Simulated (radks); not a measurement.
Coulomb parameter of the 5d shell of neutral hafnium in the model configuration [Xe] 4f14 5d1 6s2 6p1, as a second difference U = [E(n + 0.5) + E(n - 0.5) - 2 E(n)] / (0.5)^2 with all orbitals relaxed. "Bare": the charge of the atom changes with n. "Screened": the 6p shell takes up the change at fixed total charge, which measures U(5d,5d) + U(6p,6p) - 2 U(5d,6p). All-electron calculation, scalar-relativistic Kohn-Sham, r2SCAN, spin-unpolarised, spherical densities, finite nucleus; meta-GGA in the generalised Kohn-Sham scheme; Fermi nuclear charge, rms radius 5.347 fm. Program: a radial shooting solver on a logarithmic mesh with Libxc functionals.

case                       configuration  E - E(n) (eV)
start              [Xe] 4f14 5d1 6s2 6p1          0.000
bare +0.5        [Xe] 4f14 5d1.5 6s2 6p1         -1.563
bare -0.5        [Xe] 4f14 5d0.5 6s2 6p1          3.418
screened +0.5  [Xe] 4f14 5d1.5 6s2 6p0.5         -1.122
screened -0.5  [Xe] 4f14 5d0.5 6s2 6p1.5          1.478

U(bare) = 7.419 eV, U(screened by 6p) = 1.423 eV, against the Slater integral F0(5d,5d) = 11.011 eV with frozen orbitals. The step up makes a negative ion, whose loosely bound charge lowers the bare value.
